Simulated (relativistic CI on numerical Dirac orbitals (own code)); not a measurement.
# Au⁴⁺: 4d photoemission

Computed with this model: Dirac-Coulomb-Breit CI, separate exchange-only KLI orbitals for each configuration, model QED, valence Slater integrals scaled by 0.7, multiplet model of photoemission in the sudden approximation; configurations [Xe] 4f14 5d7 → [Kr] 4d9 4f14 5s2 5p6 5d7; 300 K; Lorentzian 4.9 eV and Gaussian 0.6 eV FWHM. Energies are those of the free ion, without screening or charge transfer. The energies are binding energies and can lie tens of eV above those of solids. S is read from ⟨S²⟩ = S(S + 1).

free ion: ground-state S = 1.33, centroid 408.49 eV. Peaks (eV, height): 400.8 (100), 419.6 (73).

Strongest unbroadened transitions for free ion:

| Energy (eV) | Relative strength |
| --- | --- |
| 400.38 | 100.0 |
| 400.46 | 44.3 |
| 400.63 | 67.8 |
| 400.69 | 86.0 |
| 400.83 | 24.1 |
| 401.54 | 18.9 |
| 402.04 | 2.8 |
| 402.64 | 3.1 |
| 402.70 | 3.9 |
| 403.34 | 9.7 |
| 403.68 | 20.2 |
| 404.25 | 8.1 |
| 419.39 | 42.2 |
| 419.57 | 55.2 |
| 419.69 | 84.7 |
| 419.74 | 70.6 |
| 420.37 | 1.9 |
| 421.18 | 1.9 |
